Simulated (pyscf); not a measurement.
Structures and frequencies: ωB97X-D3(BJ)/def2-SVP in PySCF. MP2 and CC: frozen core, UHF for open shells. ΔMP2 is the change of the MP2 total energy from the triple- to the quadruple-zeta basis.

Problem. Estimate the classical barrier height and the reaction energy of HSe–SiH₂–SeH → H₂Si=Se + H₂Se at CCSD(T)/def2-TZVPP + ΔMP2(QZVPP). The step runs on the singlet surface, breaks H–Se, Se–Si and forms H–Se; take the reactant's lowest minimum found as zero.

Solution. ΔE‡ = 151.3 kJ/mol, ΔE = +162.9 kJ/mol. Zero-point energy shifts the barrier by -6.7 kJ/mol. It is an elimination, with an imaginary mode of 730i cm⁻¹. On the product side the descent ends in an adduct with a Se–Si contact, 56.0 kJ/mol under the separated species and 24.2 kJ/mol under the saddle at ωB97X-D3(BJ)/def2-TZVP. At CCSD(T) the saddle lies under the separated products, which points to a path from their complex (located at ωB97X-D3(BJ) alone), and parting the products costs more than the saddle. What is counted as broken (Se–Si) persists as a longer contact in the product adduct; parting that adduct is a step of its own. One saddle was located; it need not be the lowest between these sides. The CCSD(T) − MP2 part came from Ansatz, without density fitting, on the same reference. The frozen core leaves the outer d or s,p core shells of the metals and heavy elements correlated in the MP2 and CC values, and def2-TZVPP describes them poorly, which can shift differences by a few kcal/mol. Elements up to Kr have no core potential and no relativistic terms here.
